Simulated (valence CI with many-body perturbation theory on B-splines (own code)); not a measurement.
Results of a calculation; reference values are marked as such.
## Cd35+: what each term of the Hamiltonian does

Level of theory: relativistic CI+MBPT: three valence electrons over a frozen Dirac-Fock core [Ne], a basis of 11 s, 11 p, 9 d, 7 f, 5 g, 2 h, 1 i functions for each j, with the one-electron correlation potential Σ1, the two-electron term Σ2, the three-electron term Σ3, Breit, model QED; selected CI, second order for the rest (own B-spline code, finite nucleus).

No measured spectrum was set against this ion. As an estimate, large intervals hold to a few tenths of a per cent, small ones and those within an open d or f shell to about a per cent.

Each rung adds one term. CI alone is the Dirac-Coulomb CI over the frozen core; QED comes last and gives the full result, which names the levels. Energies are above (3s^2 3p1/2) J=1/2 on the same rung, in cm⁻¹.

Levels are named by their leading jj configuration (3d3/2^4 stands for four electrons in 3d with j = 3/2), which in mixed levels can hold well under half, so a name can repeat and another be missing. Letters in brackets count levels of one name in rising energy.

| Level | CI alone | + Σ1 | + Σ2 | + Σ3 | + Breit | Full |
| --- | --- | --- | --- | --- | --- | --- |
| (3s^2 3p3/2) J=3/2 | 388106 | 388605 | 388886 | 388893 | 382772 | 383447 |
| (3s 3p1/2^2) J=1/2 | 677962 | 676344 | 676940 | 677059 | 683161 | 675776 |
| (3s 3p1/2 3p3/2) J=3/2 [a] | 956489 | 955325 | 957088 | 957280 | 957816 | 951120 |
| (3s 3p1/2 3p3/2) J=5/2 | 1031980 | 1030860 | 1031990 | 1032140 | 1030930 | 1024410 |
| (3s 3p1/2 3p3/2) J=3/2 [b] | 1140990 | 1139890 | 1139750 | 1139870 | 1138550 | 1132640 |
| (3s 3p1/2 3p3/2) J=1/2 | 1212510 | 1211320 | 1207720 | 1207700 | 1208720 | 1201820 |
| (3s 3p3/2^2) J=5/2 | 1369010 | 1368390 | 1369850 | 1370020 | 1362340 | 1357730 |
| (3s^2 3d3/2) J=3/2 | 1466670 | 1465690 | 1461610 | 1461380 | 1453840 | 1452270 |
| (3s^2 3d5/2) J=5/2 | 1588360 | 1587790 | 1583730 | 1583410 | 1572670 | 1571070 |
| (3s 3p3/2^2) J=1/2 | 1601750 | 1601090 | 1599270 | 1599210 | 1594330 | 1588230 |
| (3s 3p3/2^2) J=3/2 | 1645080 | 1644390 | 1640160 | 1640070 | 1634040 | 1628330 |
| (3p1/2^2 3p3/2) J=3/2 | 1851180 | 1848460 | 1847050 | 1847320 | 1852170 | 1839240 |
| (3s 3p1/2 3d3/2) J=3/2 [a] | 1959470 | 1956860 | 1956990 | 1957010 | 1954880 | 1946970 |
| (3s 3p1/2 3d3/2) J=5/2 | 2001830 | 1999280 | 1999460 | 1999550 | 1995880 | 1988050 |
| (3s 3p1/2 3d5/2) J=5/2 [a] | 2098480 | 2096310 | 2096110 | 2096180 | 2090650 | 2082400 |
| (3s 3p1/2 3d3/2) J=1/2 | 2127490 | 2124920 | 2121820 | 2121720 | 2119130 | 2111620 |
| (3s 3p1/2 3d3/2) J=3/2 [b] | 2129380 | 2126900 | 2124080 | 2123920 | 2120440 | 2112900 |
| (3p1/2 3p3/2^2) J=3/2 [a] | 2136790 | 2134520 | 2133170 | 2133400 | 2131790 | 2120400 |
| (3s 3p1/2 3d5/2) J=7/2 | 2140910 | 2138790 | 2138130 | 2138110 | 2130170 | 2122930 |
| (3s 3p1/2 3d5/2) J=5/2 [b] | 2171750 | 2169570 | 2167900 | 2167860 | 2162850 | 2154030 |
| (3s 3p1/2 3d5/2) J=5/2 [c] | 2299280 | 2297040 | 2294490 | 2294260 | 2289630 | 2280290 |
| (3p1/2 3p3/2^2) J=1/2 | 2308230 | 2306010 | 2304160 | 2304350 | 2303830 | 2291360 |
| (3p1/2 3p3/2^2) J=3/2 [b] | 2359440 | 2357130 | 2351890 | 2351530 | 2348990 | 2338930 |
| (3s 3p3/2 3d5/2) J=9/2 | 2413550 | 2411910 | 2412890 | 2412910 | 2399410 | 2392830 |
| (3s 3p3/2 3d3/2) J=5/2 [a] | 2427790 | 2425710 | 2423490 | 2423430 | 2414360 | 2407200 |
| (3s 3p3/2 3d3/2) J=3/2 [a] | 2427330 | 2425220 | 2423550 | 2423410 | 2415070 | 2408080 |
| (3s 3p3/2 3d3/2) J=1/2 [a] | 2430330 | 2428240 | 2426880 | 2426680 | 2418850 | 2411990 |
| (3s 3p3/2 3d3/2) J=7/2 | 2437640 | 2435710 | 2434010 | 2433950 | 2422660 | 2415890 |
| (3s 3p3/2 3d5/2) J=3/2 [a] | 2506640 | 2504930 | 2504230 | 2504160 | 2493970 | 2486050 |
| (3s 3p3/2 3d5/2) J=5/2 [a] | 2533270 | 2531570 | 2529140 | 2528990 | 2517210 | 2510140 |
| (3s 3p3/2 3d3/2) J=3/2 [b] | 2582310 | 2580230 | 2575360 | 2575210 | 2568180 | 2559540 |

Q: How does the ionisation energy move along the ladder, and which term matters most?

A: CI alone 2273.8, + Σ1 2274.8, + Σ2 2274.6, + Σ3 2274.6, + Breit 2272.6, + QED 2272.6 eV. The largest step is Breit, -2.0 eV. NIST lists 2250 ± 10 eV (semi-empirical).
